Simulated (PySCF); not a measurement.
A GIAO shielding run with PySCF 2.14.0 with density-fitted response routines (density fitting, non-relativistic, gas phase) on `[O]([AlH2-][N+]#C)C`, C₂H₆AlNO:

```
$ OMP_NUM_THREADS=1 python probes_run.py task.json out

{"job": {"kind": "nmr", "xc": "PBE", "basis": "pcSseg-2", "pop": false}, "charge": 0, "multiplicity": 1}
C      2.568610     1.063289    -0.437787
N      1.805502     0.214552    -0.317057
Al     0.376502    -1.287577    -0.001604
O     -0.829605    -0.350421     0.798343
C     -1.894364     0.411894     0.359691
H      3.288950     1.862277    -0.548681
H      0.114059    -1.672873    -1.532179
H      1.261496    -2.200674     0.955634
H     -1.672038     1.497710     0.407278
H     -2.788335     0.245077     0.990123
H     -2.192247     0.191891    -0.686527
```

Hardware: 1 thread of an Arm Neoverse V1, shared host.

**Question.** How large is the calculation?

**Answer.** 46 electrons, 271 basis functions and 745 auxiliary functions.

**Question.** How long does it take, and how much memory does it need?

**Answer.** 42 s of wall time, with 17 SCF cycles; peak memory 0.81 GiB. Times on a shared host scatter by some tens of per cent.

**Question.** And these other runs on the same molecule and hardware: GIAO shielding at B3LYP/pcSseg-2; GIAO shielding at B97-D/pcSseg-2; GIAO shielding at BLYP/pcSseg-2; GIAO shielding at BP86/pcSseg-2; GIAO shielding at HF/pcSseg-2; GIAO shielding at KT2/pcSseg-2?

**Answer.** B3LYP/pcSseg-2: 271 functions, 31 s; B97-D/pcSseg-2: 271 functions, 42 s; BLYP/pcSseg-2: 271 functions, 42 s; BP86/pcSseg-2: 271 functions, 42 s; HF/pcSseg-2: 271 functions, 18 s; KT2/pcSseg-2: 271 functions, 42 s.
